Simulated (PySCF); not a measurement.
**Excitation energy of Pb(2+) by level of theory**

Pb(2+) [Xe] 4f14 5d10 6s2 (1S) → Pb(2+) [Xe] 4f14 5d10 6s1 6d1 (3D), as a difference of total energies. Calculation: PySCF 2.14, in aug-cc-pVTZ-PP with ECP60MDF; a scalar-relativistic core potential. Correlated levels: valence: 5s2 5p6 5d10 frozen. The calculations carry no spin-orbit coupling.

| method | excitation energy (cm⁻¹) |
| --- | --- |
| UHF | 144910 |
| LDA | 158770 |
| PBE | 154340 |
| PBE0 | 153470 |
| r2SCAN | 154820 |
| wB97X | 158220 |
| B97-3 | 154660 |
| BLYP | 154920 |
| MP2 (valence) | 148440 |

Problem. Estimate what SCS-MP2 (valence) gives.

Solution. 149950 cm⁻¹, closest to MP2 (valence) among the rows shown.

Problem. Estimate what M06-2X gives.

Solution. 154070 cm⁻¹, closest to PBE among the rows shown.

The promoted electron is Rydberg-like, and one or two diffuse shells describe it only roughly, which tends to raise the upper state.
